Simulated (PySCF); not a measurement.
CH₄Cl₂OSi, SMILES C[Si](O)(Cl)Cl. Heavy atoms are numbered as in [CH3:1][Si:2]([OH:3])([Cl:4])[Cl:5]. Hydrogens are named by the atom that carries them.

Geometry optimised at PBE-D3(BJ)/def2-SVP. The values are those of a single conformer.

Method: PBE0/def2-TZVP (PySCF).

ESP charges are fitted to the potential on shells at 1.4 to 2.0 van der Waals radii. Atomic charges (e), one atom of each kind:

| atom | Mulliken | meta-Löwdin | ESP fit |
|---|---|---|---|
| C1 (CH3) | -0.48 | -0.62 | -0.60 |
| Si2 | 0.67 | 1.16 | 0.43 |
| O3 (OH) | -0.51 | -0.73 | -0.52 |
| Cl4 | -0.24 | -0.31 | -0.15 |
| H on C1 | 0.15 | 0.15 | 0.21 |
| H on O3 | 0.33 | 0.36 | 0.40 |

Problem. Give the Mayer and Wiberg (Löwdin basis) orders of the bonds. (An estimate is asked for; the answer gives what the named calculation found.)

Solution. 
| bond | Mayer | Wiberg |
|---|---|---|
| C1–Si2 | 1.04 | 1.23 |
| Si2–O3 | 1.24 | 1.68 |
| Si2–Cl4 | 1.14 | 1.76 |
| Si2–Cl5 | 1.14 | 1.76 |
